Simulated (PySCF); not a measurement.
Does the drawn structure hold up?

C4H6AlClO2. Drawn bonds (atoms numbered from 1): Cl1–C2, C2=C3, C3–C4, C4–C5, C5=O6, O6–Al7, Al7–O8, C2–O8, C3–H9, C4–H10, C4–H11, C5–H12, Al7–H13, Al7–H14.

Geometry after optimisation with GFN2-xTB (Å):

```
atom  x, y, z in Å
Cl1    2.078    2.179   -0.781
C2     0.897    1.132   -0.056
C3     1.258   -0.224    0.052
C4     0.496   -1.211    0.912
C5     0.002   -1.159   -0.476
O6    -1.129   -0.567   -0.756
Al7   -1.901    0.914   -0.225
O8    -0.223    1.598    0.167
H9     2.249   -0.500   -0.276
H10   -0.175   -0.777    1.643
H11    1.069   -2.060    1.251
H12    0.365   -1.878   -1.211
H13   -2.394    1.755   -1.415
H14   -2.594    0.798    1.150
```

Here a drawn bond counts as lost beyond 1.3 times the sum of covalent radii plus 0.1 Å; another pair counts as a new contact within 1.08 times that sum, or 1.2 times among H, C, N, O, F, S and Cl. Covalent radii used (Å): Al 1.21, C 0.73, Cl 1.02, H 0.31, O 0.66.

Question: Which drawn bonds no longer describe this geometry, and which new contacts appear?

Answer: No drawn bond is lost. New contacts: C3–C5 (1.65 Å; radii sum 1.46 Å). The tight-binding optimisation can itself be at fault, so a check at a higher level is due before the drawing is dismissed.

Question: How long is each drawn bond in this geometry?

Answer: 
```
drawn bond  length (Å)  over radii sum
    Cl1–C2       1.737            0.99
     C2–C3       1.407            0.96
     C3–C4       1.515            1.04
     C4–C5       1.474            1.01
     C5–O6       1.307            0.94
    O6–Al7       1.752            0.94
    Al7–O8       1.854            0.99
     C2–O8       1.234            0.89
     C3–H9       1.080            1.04
    C4–H10       1.083            1.04
    C4–H11       1.080            1.04
    C5–H12       1.090            1.05
   Al7–H13       1.538            1.01
   Al7–H14       1.544            1.02
```

These are computed values.
